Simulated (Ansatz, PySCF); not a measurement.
biphenylene (C12H8), SMILES c1ccc2c(c1)-c1ccccc1-2.

The structure is a stationary point at B3LYP-D3(BJ)/def2-SVP.

Vertical ionisation energy (IE) and electron affinity (EA) in eV. Rows of orbital energies are one-electron estimates. Where ΔSCF, EOM or ADC give a negative EA the extra electron is unbound and the value depends on the basis.

```
level                                                                       IE          EA
------------------------------------------------------------------  ----------  ----------
−ε(HOMO), −ε(LUMO), M06-2X/def2-SVP (PySCF)                         (withheld)  (withheld)
−ε(HOMO), −ε(LUMO), PBE/def2-SVP (PySCF)                                  5.02        2.24
ΔSCF, PBE/def2-SVPD (Ansatz), final states of multiplicity 2 and 2        7.42        0.13
```

Q: What belongs in the gaps? (Estimate from the structure and the level; the computed values follow.)

A: 
- −ε(HOMO), −ε(LUMO), M06-2X/def2-SVP (PySCF), IE: 6.86
- −ε(HOMO), −ε(LUMO), M06-2X/def2-SVP (PySCF), EA: 0.65

Q: What vertical singlet–triplet gap does ΔSCF give with PBE/def2-SVPD (Ansatz, a first-principles code)? (An estimate is asked for; the answer gives what the named calculation found.)

A: 2.43 eV (triplet above singlet where positive).
